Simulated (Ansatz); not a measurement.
`BOB[SiH3]` + H₂ → `BOB` + SiH₄  (hydrogenolysis of a B–Si bond)

Computed with Ansatz on PBE0-D4/def2-TZVP structures; ΔE is electronic, products minus reactants. CBS: MP2 limit from def2 TZ/QZ plus the TZ coupled-cluster correction, frozen cores. This one scheme is used for every species. DFT in def2-TZVPP. One conformer a species, not always the lowest.

| level | ΔE (kJ/mol) |
| --- | --- |
| ωB97M-V | -48.5 |
| LC-ωPBE | -46.6 |

Problem. What does CCSD(T)/CBS give? (Estimate.)

Solution. Computed: -44.7 kJ/mol. The listed levels differ from it by -3.8, -1.9 kJ/mol.

Largest T1 diagnostic among the species: 0.013.

In def2-TZVPP, CCSD(T) changes the Hartree–Fock value by +26.6 kJ/mol (the triples alone add +4.6 kJ/mol) and MP2 by +24.8 kJ/mol. At CCSD(T), def2-SVP lies −9.9 kJ/mol from the extrapolated value and def2-TZVPP −2.2 kJ/mol. From r2SCAN to r2SCAN0 (25 % exact exchange), in def2-TZVPP and without D4, ΔE moves by −5.0 kJ/mol.
